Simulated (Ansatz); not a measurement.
This geometry of H$_{10}$HfN$_{4}$O (16 atoms, charge 0, multiplicity 1) is a first-order saddle point.

Computed with RKS PBE/def2-SVP in Ansatz 0.2.0.

```xyz
16
Properties=species:S:1:pos:R:3
Hf -0.155 0.000 0.063
N 0.004 -0.182 2.165
H -0.633 -0.557 2.879
H 0.922 -0.103 2.618
N 1.835 0.106 -0.460
H 2.429 -0.620 -0.875
H 2.414 0.948 -0.343
N -0.858 1.688 -0.913
H -1.733 2.184 -0.707
H -0.348 2.221 -1.626
N -0.887 -1.769 -0.727
H -0.660 -2.690 -0.331
H -1.388 -1.924 -1.610
O -2.453 0.296 0.987
H -2.777 -0.626 0.944
H -2.162 0.420 1.915
```

Problem. Which two structures does it join? (They come from a converged band through this point; their orientation in space is the band's.)

Solution. Bonds broken: O14–H16. Bonds formed: N2–H16.

First end point:

```xyz
16
Properties=species:S:1:pos:R:3
Hf -0.168 0.084 0.116
N -0.007 0.130 2.211
H -0.292 0.882 2.850
H 0.679 -0.446 2.715
N 1.811 -0.023 -0.448
H 2.197 -0.558 -1.234
H 2.590 0.472 0.003
N -0.883 1.773 -0.806
H -1.848 2.092 -0.656
H -0.403 2.432 -1.426
N -0.954 -1.702 -0.679
H -0.653 -2.647 -0.407
H -1.450 -1.788 -1.575
O -2.535 -0.084 0.975
H -2.438 -0.955 0.502
H -2.096 -0.272 1.840
```

Last end point:

```xyz
16
Properties=species:S:1:pos:R:3
Hf -0.565 -0.237 -0.013
N -0.109 0.762 2.242
H 0.722 0.458 2.765
H -0.136 1.789 2.289
N 1.501 -0.511 0.100
H 2.023 -0.942 -0.671
H 2.158 -0.366 0.873
N -1.115 1.595 -0.790
H -2.071 1.970 -0.797
H -0.504 2.285 -1.241
N -0.907 -1.495 -1.625
H -0.741 -2.509 -1.653
H -1.256 -1.217 -2.548
O -1.912 -0.992 1.309
H -2.604 -1.600 0.997
H -0.935 0.401 2.743
```

Problem. How far does it lie above each of them?

Solution. 0.209 eV above the first and 1.014 eV above the second. This is the barrier of this one path; another mechanism may lie lower. The orbitals stay closed-shell, which can raise the energy where a bond breaks towards radicals; this wasn't checked here.

The run took 3.6 min on 4 threads of Arm Neoverse V1 (shared host), peak memory 0.23 GiB.
